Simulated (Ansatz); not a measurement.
Energy profile

The step: BH₂F ([BH2][F]) + H₂O + NH₃ → BNH₄ ([BH2][NH2]) + H₂O + HF; bonds formed: F2–H7, H5–O8; dative contacts that become bonds: B1–N6; bonds broken: B1–F2, H5–N6, H7–O8 (atoms numbered as in the saddle structure below).

```
11
angstrom
B -0.7129 -0.8073 -0.6843
F -0.5332 0.9059 -1.2103
H -0.1605 -1.3218 -1.6157
H -1.9088 -0.8250 -0.6221
H 0.6337 0.6492 0.8544
N 0.0140 -0.8785 0.6128
H 0.0300 1.3858 -0.4924
O 0.7385 1.6409 0.6328
H 0.7971 -1.5162 0.6224
H -0.5679 -1.0569 1.4191
H 1.6699 1.8238 0.4831
```

Electronic energies by CCSD(T) at an estimated basis limit (MP2 extrapolated from triple and quadruple zeta, plus CCSD(T) − MP2 in triple zeta), on PBE0-D4/def2-TZVP structures; BNH7OF, closed shell; no counterpoise correction. Ansatz 0.2.0; basis: def2-TZVPP and def2-QZVPP; cores frozen in the correlated methods. Extrapolation: Hartree–Fock as exp(−7.88 √X), correlation as X^−2.97.

Task: Give the profile in eV, counted from the separated reactants. (To be estimated.)

Result: The calculation gives:
```csv
point,eV
"separated: BH2F (linked as [BH2][F]; B1, F2, H3, H4; singlet) + NH3 (H5, N6, H9, H10; singlet) + H2O (H7, O8, H11; singlet)",0.000
start structure,-1.443
saddle,-0.182
end structure,-0.654
"separated: BNH4 (linked as [BH2][NH2]; B1, H3, H4, N6, H9, H10; singlet) + HF (F2, H7; singlet) + H2O (H5, O8, H11; singlet)",-0.041
```
The saddle lies below the separated reactants: the barrier is submerged.

No T1 diagnostic of these runs exceeds 0.014.

The step is the kind of exchange with an N–H group that builds nitride films in atomic layer and chemical vapour deposition.

For scale, one of the runs: CCSD(T)/def2-TZVPP, 222 basis functions, launched by `ansatz run in.yaml --threads 4 --pin off --events-out ev --progress --plain --max-ram 9574MiB`. The run took 27 s on 4 CPU threads of an AMD EPYC 9R45 (shared host), with 3.8 GiB of host memory at its peak.
